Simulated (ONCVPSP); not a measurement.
**platinum (Pt): one change to an ONCV potential, before and after**

platinum, optimised norm-conserving Vanderbilt (ONCV), made with ONCVPSP 4.0.1 (PBE, scalar-relativistic). Core [Kr] 4d10, reference 4f14 5s2 5p6 5d9 6s0.5 6p0.5. Waves: 5s+6s: rc 1.45 bohr, ncon 4, nbas 8, qcut 9.2 1/bohr, 2 projectors; 5p+6p: rc 1.80 bohr, ncon 3, nbas 8, qcut 9.3 1/bohr, 3 projectors, debl 3.3 Ha; 5d: rc 1.75 bohr, ncon 5, nbas 10, qcut 9.7 1/bohr, 1 projector; 4f: rc 0.60 bohr, ncon 5, nbas 9, qcut 26.7 1/bohr, 2 projectors, debl 1.4 Ha. Local part: polynomial inside 0.60 bohr (lpopt 3, dvloc0 0 Ha). Core correction: Teter function, fcfact 2.5, rcfact 1.3.

In the f channel the program set the typed energies aside and used -2.615, 0.250 Ha.

Change: p: qcut 7.6.

Cutoffs: the cutoffs (Ha) at which the residual kinetic energy of the hardest occupied pseudo-wave falls to 1 and 0.1 mHa per electron; they do not see the model core or the augmentation charge, which bear on the density cutoff. Errors are all-electron minus pseudo energies relative to the spin-unpolarised reference configuration.

**Question.** How do hardness, ghosts and transferability respond?

**Answer.** The potential gets neither clearly harder nor softer (350 Ha and 837 Ha → 350 Ha and 837 Ha); both files keep a bound ghost (s); the errors of the 3 common tests hardly move; the range in which the p phases agree widens (upper end 3.5 → at the end of the scan).

| quantity | base | changed |
| --- | --- | --- |
| cutoff, loose | 350 Ha | 350 Ha |
| cutoff, tight | 837 Ha | 837 Ha |
| loose cutoff by channel | s 30 Ha, p 19 Ha, d 19 Ha, f 350 Ha | s 30 Ha, p 15 Ha, d 19 Ha, f 350 Ha |
| bound ghosts | s | s |
| GHOST(+) flags under 300 eV | d at 67.0 eV, p at 95.8 eV | d at 67.0 eV, p at 74.2 eV |
| tests with a reliable result | 3 of 4 | 3 of 4 |
| error for 4f14 5s2 5p6 5d9 6s1 6p0, meV [ΔE -2.46 eV] | +0.7 | +0.7 |
| error for 4f14 5s2 5p6 5d9 6s0 6p0, meV [ΔE 6.73 eV] | -2.9 | -2.9 |
| error for 4f14 5s2 5p6 5d9 6s0 6p1, meV [ΔE 2.59 eV] | -0.9 | -0.8 |
| s: phases at 1.48 bohr within 0.05 rad from the reference energy up to (Ha; the scan ends near 5) | to the end of the scan | to the end of the scan |
| p: phases at 1.83 bohr within 0.05 rad from the reference energy up to (Ha; the scan ends near 5) | 3.5 | to the end of the scan |
| d: phases at 1.78 bohr within 0.05 rad from the reference energy up to (Ha; the scan ends near 5) | 1.6 | 1.6 |
| f: phases at 0.61 bohr within 0.05 rad from the reference energy up to (Ha; the scan ends near 5) | to the end of the scan | to the end of the scan |
| rms error of d²Exc/dni dnj with the model core, mHa | 3.01 | 3.03 |

 A true bound ghost makes a file unfit for plane-wave use even where its test errors are small: the radial tests pick states by their node count and pass the ghost by.
